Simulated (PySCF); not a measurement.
A geometry optimisation on `[CH3][Cd][C](F)(F)F` (CdMe(CF3)).

Method: PBE0-D3(BJ)/def2-SVP geometry optimisation, gas phase, def2 core potentials past Kr (PySCF 2.14.0). Start geometry: GFN2-xTB. The input is one job of a driver script: a line of settings, then coordinates in Å.

Input:
```
{"job": {"xc": "PBE0", "basis": "def2-SVP", "d3": "d3bj", "grid": 1, "maxiter": 30, "shake": 0.03, "kind": "geom"}, "charge": 0, "multiplicity": 1}
Cd     0.047180     0.298160     0.075310
C     -0.034230    -0.025370     2.188830
H     -0.899390     0.513740     2.639280
H      1.014170     0.343460     2.621110
H     -0.134320    -1.097170     2.361440
C      0.007490     0.225800    -2.151960
F     -1.061910    -0.631060    -2.286260
F      1.138230    -0.662530    -2.257770
F      0.055510     0.965530    -3.215640
```

Output:
```
step   0  E = -544.56665663  max force = 0.052117
step   1  E = -544.57921751  max force = 0.049978
step   2  E = -544.58124156  max force = 0.041224
step   3  E = -544.58821433  max force = 0.010828
step   4  E = -544.58905604  max force = 0.005902
step   5  E = -544.58754126  max force = 0.008604
step   6  E = -544.58916097  max force = 0.003922
step   7  E = -544.58959674  max force = 0.001261
step   8  E = -544.58967404  max force = 0.001087
step   9  E = -544.58969592  max force = 0.001157
step  10  E = -544.58970055  max force = 0.000526
step  11  E = -544.58970426  max force = 0.000140
optimisation converged
```

Energies in Eh; «max force» is the largest Cartesian gradient component in Eh/bohr.

**Question.** How much energy does the optimisation release, in kcal/mol?

**Answer.** E(step 0) − E(last step) = 0.023048 Eh, which is 14.5 kcal/mol.

**Question.** Give the first gradient maximum in eV/Å.

**Answer.** With 1 Eh/bohr = 51.422 eV/Å, 2.680 eV/Å.

Summary of the converged run: final energy -544.58970 Eh after 11 steps; dipole 2.70 D.

**Question.** Where do the atoms end?

**Answer.** 0.324 Å rms from the input after alignment:
```
atom  x, y, z in Å
Cd1    0.0143   -0.0201    0.0679
C2    -0.0154    0.0057    2.1689
H3    -0.8544    0.6160    2.5352
H4     0.9205    0.4306    2.5612
H5    -0.1270   -1.0142    2.5664
C6     0.0440   -0.0251   -2.0911
F7    -1.0348   -0.6293   -2.6294
F8     1.1194   -0.6569   -2.6034
F9     0.0660    1.2239   -2.6014
```

The run took 58 s wall on an Arm Neoverse V2 with one thread, shared host with 96 logical CPUs at a one-minute load of 25, and the process peaked at 0.47 GiB of memory.
Labels such as C1 count atoms from 1, the log's own numbers from 0.
